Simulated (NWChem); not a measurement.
# AlH2OF; SMILES [OH][AlH][F]

```xyz
5

Al    -0.4527    -0.0177     0.0000
H     -2.0177    -0.0367     0.0000
F      0.4033    -1.4445     0.0000
O      0.3696     1.4583     0.0000
H      1.3169     1.6016     0.0000
```
Atoms are numbered in this order, from 1.

Results from NWChem. Pople sets run with spherical d functions. Geometry: optimised at PBE0/def2-SVP. Total energies compare along this basis series because the functional is fixed.

```
level                    basis functions  energy (Ha)  highest occupied level (eV)  orbital gap (eV)  dipole (D)
-----------------------  ---------------  -----------  ---------------------------  ----------------  ----------
Hartree-Fock/STO-3G                   21    -412.1113                        -8.95             18.84        0.36
Hartree-Fock/3-21G                    35    -415.2251                       -13.00             15.40        0.96
Hartree-Fock/6-31G*                   50    -417.4870                       -13.10             15.37        0.87
Hartree-Fock/6-31+G*                  62    -417.5012                       -13.27             14.52        0.83
Hartree-Fock/6-311G**                 74    -417.5635                       -13.18             14.95        0.90
Hartree-Fock/6-311++G**               88    -417.5714                       -13.28             14.41        0.81
```
